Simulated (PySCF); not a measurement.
# Working out the ionisation energy of Ga

Ga [Ar] 3d10 4s2 4p1 (2P) → Ga⁺ [Ar] 3d10 4s2 (1S). Calculation: PySCF 2.14, in x2c-TZVPall (6s5p4d1f, 48 functions); scalar relativity by spin-free X2C-1e. Frozen: [Ar] 3d10. Energies in hartree (1 hartree = 27.21139 eV):

```tsv
part	Ga (lower)	Ga⁺ (upper)
UHF	-1942.169064	-1941.966369
CCSD correlation	-0.046430	-0.036703
(T)	-0.000824	0.000000
```

Question: What does Hartree-Fock give?

Answer: (-1941.966369) − (-1942.169064) = 0.202695 hartree = 5.516 eV.

Question: What do CCSD and CCSD(T) give?

Answer: The CCSD correlation energies differ by 0.009727 hartree = 0.265 eV and the triples by 0.000824 hartree = 0.022 eV, so CCSD gives 5.781 eV and CCSD(T) 5.803 eV.

Measured between the centres of the two terms (NIST): 5.931 eV, so CCSD(T) (valence) is off by -0.128 eV.

What remains against the reference includes basis incompleteness, the frozen core and higher excitations.
